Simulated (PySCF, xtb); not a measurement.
FH₄NSi, SMILES F[SiH2]N.

Geometry optimised at PBE0-D3(BJ)/def2-TZVP. One conformer was computed; it need not be the lowest.

Method: IEF-PCM-M06-2X/def2-SVP in PySCF 2.14.0.

The values are the electrostatic part of the solvation free energy, E(continuum) − E(gas) at the gas-phase geometry, in a cavity of scaled van der Waals radii (PySCF's table); cavitation and dispersion terms are not included. In vacuum the orbital gap is 11.50 eV. The dipole moment in vacuum is 2.05 D.

Q: Estimate the values in water (ε = 78.36), methanol (ε = 32.61), chlorobenzene (ε = 5.70). (An estimate is asked for; the answer gives what the named calculation found.)

A: 
```json
[
 {"solvent": "water", "ε": "78.36", "ΔG(elec) (kcal/mol)": "-4.1", "dipole (D)": "2.42", "gap (eV)": "11.64"},
 {"solvent": "methanol", "ε": "32.61", "ΔG(elec) (kcal/mol)": "-4.0", "dipole (D)": "2.41", "gap (eV)": "11.64"},
 {"solvent": "chlorobenzene", "ε": "5.70", "ΔG(elec) (kcal/mol)": "-3.1", "dipole (D)": "2.34", "gap (eV)": "11.61"}
]
```

For comparison, GFN2-xTB/ALPB(water) (xtb, at the GFN2-xTB geometry, all terms of that model) gives -2.5 kcal/mol.
